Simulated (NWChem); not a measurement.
# C₃H₂BrF; SMILES C=C=C(F)Br

```xyz
7

C      1.0358     2.7020     0.0000
C      0.2723     1.6409     0.0000
C     -0.4729     0.5747     0.0000
F     -1.8127     0.5898     0.0000
Br     0.2271    -1.2007     0.0000
H      1.3682     3.1682    -0.9269
H      1.3682     3.1682     0.9269
```
Atoms are numbered in this order, from 1.

Program: NWChem. Geometry optimised at B3LYP/6-31G*; all other runs use it. Pople sets run with spherical d functions. This build's default masses of Se (78.918 u) and Br (79.917 u) are each other's, which moves their modes by up to 0.6 %.

```tsv
quantity	level	value
solvation free energy (kcal/mol) in n-hexane	B3LYP/6-31G*, SMD	-3.0
vertical, lowest excitation, singlet (eV)	B3LYP/def2-SVPD, TDA	[?]
isotropic polarisability (bohr³), static	B3LYP/def2-SVPD	[?]
vertical ionisation energy, ΔSCF (eV)	B3LYP/def2-SVP	9.39
dipole (D)	B3LYP/6-31G*	[?]
highest harmonic frequency (cm⁻¹)	B3LYP/6-31G*	3207
```

Q: Some entries are withheld; supply them.

A: 
- vertical, lowest excitation, singlet (eV), value: 4.10
- isotropic polarisability (bohr³), static, value: 64.2
- dipole (D), value: 1.98
